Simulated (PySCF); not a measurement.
CH13NSi4. Atoms are numbered in the order given.

```xyz
19

N      1.1763    -1.9903     0.8909
Si     0.2457    -0.5310     0.6870
C      1.2370     0.6740    -0.3598
Si     3.0733     0.5634     0.0454
Si    -1.8599    -0.7760    -0.3074
Si    -2.7208     1.3632    -0.6737
H      1.3493    -2.6031     0.1004
H      1.0771    -2.5288     1.7449
H      0.0601     0.0258     2.0611
H      0.8724     1.6998    -0.1771
H      1.0907     0.4723    -1.4351
H      3.6700    -0.6755    -0.5300
H      3.8036     1.7327    -0.5350
H      3.2854     0.5754     1.5223
H     -1.7185    -1.4658    -1.6302
H     -2.8085    -1.5742     0.5302
H     -1.8258     2.0948    -1.6209
H     -4.1010     1.3421    -1.2420
H     -2.7470     2.1191     0.6153
```

The structure is a stationary point at ωB97X-D3(BJ)/def2-SVP. The structure was generated by enumeration; whether it is a known compound was not checked. Other conformers were not sampled.

Calculation: PySCF with r2SCAN/def2-TZVP.

Atomic charges (e):

```
atom  Löwdin  meta-Löwdin
----  ------  -----------
N1     -0.25        -0.73
Si2     0.06         0.69
C3     -0.51        -0.71
Si4     0.24         0.49
Si5     0.04         0.05
Si6     0.10         0.21
H7      0.16         0.24
H8      0.16         0.24
H9     -0.02        -0.11
H10     0.16         0.14
H11     0.15         0.14
H12    -0.04        -0.10
H13    -0.04        -0.10
H14    -0.04        -0.10
H15    -0.02        -0.07
H16    -0.03        -0.06
H17    -0.04        -0.08
H18    -0.04        -0.07
H19    -0.03        -0.07
```

### Question
Give the Mayer and Wiberg (Löwdin basis) orders of the bonds. (An estimate is asked for; the answer gives what the named calculation found.)

### Answer

```csv
bond,Mayer,Wiberg
N1–Si2,1.11,1.47
Si2–C3,0.95,1.16
C3–Si4,0.97,1.20
Si2–Si5,0.93,1.06
Si5–Si6,0.96,1.18
N1–H7,0.91,0.96
N1–H8,0.92,0.96
Si2–H9,0.94,0.88
C3–H10,0.92,0.83
C3–H11,0.92,0.84
Si4–H12,0.95,0.95
Si4–H13,0.95,0.95
Si4–H14,0.95,0.95
Si5–H15,0.92,0.92
Si5–H16,0.93,0.92
Si6–H17,0.93,0.95
Si6–H18,0.94,0.96
Si6–H19,0.93,0.96
```
